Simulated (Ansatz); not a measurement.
Molecule: 1,1,1,2-tetrafluoroethane, C2H2F4 (charge 0, singlet). SMILES: FCC(F)(F)F
Geometry from a B3LYP-D3(BJ)/def2-TZVP (Ansatz, a program for electronic structure) optimisation:
```xyz
8

F     -1.6811    -0.9996     0.1245
C     -1.1517     0.2566    -0.0625
C      0.3646     0.1829    -0.0217
F      0.8538    -0.6115    -0.9848
F      0.8125    -0.2755     1.1561
F      0.8677     1.4206    -0.2063
H     -1.4937     0.9174     0.7350
H     -1.4596     0.6393    -1.0362
```

Wanted: atomisation energy (electronic, to ground-state atoms), in eV. Correlated levels leave the core frozen unless marked. UHF or UKS for open shells. Spin-orbit coupling is left out. Non-relativistic unless marked X2C. The coupled-cluster limit lacks core correlation, which all-electron functionals hold. CBS(X,Y): correlation extrapolated as X^-3; Hartree-Fock from the larger set. The bracket is a focal-point correction in the basis named.

```csv
level,program,atomisation energy (eV),minus last row
HF/cc-pVQZ,Ansatz,22.84,-10.21
SVWN5/def2-TZVPD,Ansatz,39.89,6.84
PBE/def2-TZVPD,Ansatz,34.29,1.24
r2SCAN-D4/def2-TZVPD,Ansatz + dftd4,33.21,0.16
PBE0-D3(BJ)/def2-TZVP,Ansatz + dftd3,33.17,0.12
PBE0-D4/def2-TZVP,Ansatz + dftd4,33.17,0.12
PBE0-D4/def2-TZVPD,Ansatz + dftd4,33.15,0.10
r2SCAN0/def2-TZVPD,Ansatz,32.14,-0.91
HSE06-D4/def2-TZVPD,Ansatz + dftd4,33.19,0.14
CAM-B3LYP-D3(BJ)/def2-TZVPD,Ansatz + dftd3,33.19,0.14
MP2/6-31G*,Ansatz,32.06,-0.99
SCS-MP2/cc-pVDZ,Ansatz,30.56,-2.49
SCS-MP2/aug-cc-pVTZ,Ansatz,32.90,-0.15
CCSD/6-31G,Ansatz,26.14,-6.91
CCSD(T)/6-31G,Ansatz,26.42,-6.63
CCSD(T)/cc-pVTZ,Ansatz,32.08,-0.97
CCSD(T)/cc-pwCVTZ,Ansatz,32.11,-0.94
X2C-CCSD(T)/cc-pVTZ-DK,Ansatz,32.03,-1.02
"RI-MP2/CBS(cc-pVTZ,cc-pVQZ)+[CCSD(T)-MP2]/cc-pVQZ",Ansatz,33.00,-0.05
"CCSD(T)/CBS(cc-pVTZ,cc-pVQZ)",Ansatz,32.99,-0.06
"CCSD(T)/CBS(aug-cc-pVTZ,aug-cc-pVQZ)",Ansatz,33.05,0.00
```
